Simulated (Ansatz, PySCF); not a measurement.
CH11ClSi4, SMILES [SiH3][SiH]([SiH3])C[SiH2]Cl.

Geometry: PBE0-D3(BJ)/def2-SVP. This is a generated structure with no PubChem entry under its InChIKey; it may be hypothetical. One conformer was computed; it need not be the lowest.

Vertical ionisation energy (IE) and electron affinity (EA) in eV. Rows of orbital energies are one-electron estimates. Where ΔSCF, EOM or ADC give a negative EA the extra electron is unbound and the value depends on the basis.

```tsv
level	IE	EA
−ε(HOMO), −ε(LUMO), B3LYP/def2-TZVP (PySCF)	7.55	0.58
−ε(HOMO), −ε(LUMO), PBE/def2-TZVP (PySCF)	6.68	1.25
ΔSCF, PBE0/def2-SVPD (Ansatz), final states of multiplicity 2 and 2	9.39	-0.88
ΔSCF, PBE/def2-SVPD (Ansatz), final states of multiplicity 2 and 2	…	…
```

Problem. Fill in the missing entries. (The exact figures need the calculation; the answer reports its results.)

Solution. 
- ΔSCF, PBE/def2-SVPD (Ansatz, an electronic-structure program), final states of multiplicity 2 and 2, IE: 9.07
- ΔSCF, PBE/def2-SVPD (Ansatz), final states of multiplicity 2 and 2, EA: -0.67

Problem. What vertical singlet–triplet gap does ΔSCF give with PBE0/def2-SVPD (Ansatz) and with PBE/def2-SVPD (Ansatz)? (An estimate is asked for; the answer gives what the named calculation found.)

Solution. 5.54 and 5.23 eV (triplet above singlet where positive).
